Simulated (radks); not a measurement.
All-electron atom: the holmium ion Ho49+ in [Ar].

Method: scalar-relativistic Kohn-Sham, RPBE, spin-polarised, spherical densities, finite nucleus; Fermi nuclear charge, rms radius 5.2022 fm; computed with a radial shooting solver on a logarithmic mesh with Libxc functionals.

Energy parts (eV):
| part | energy |
|---|---|
| total | -281858.68 |
| kinetic | 309240.46 |
| electron-nucleus | -622403.77 |
| Hartree | 35564.67 |
| exchange-correlation | -4260.03 |

Orbitals (lengths in bohr, moments of r in powers of bohr; r(max) is where P^2 peaks):
1s: occ. 2; eigenvalue (eV) -58756.11; r(max) 0.01311; <r> 0.02074
2s: occ. 2; eigenvalue (eV) -12464.24; r(max) 0.07431; <r> 0.08728
2p: occ. 6; eigenvalue (eV) -11426.69; r(max) 0.06033; <r> 0.07722
3s: occ. 2; eigenvalue (eV) -4803.280; r(max) 0.2016; <r> 0.2135
3p: occ. 6; eigenvalue (eV) -4488.878; r(max) 0.1961; <r> 0.2091

The highest occupied level is 3p at -4488.9 eV. The density falls to 0.001 e/bohr^3 at r = 0.65 bohr.
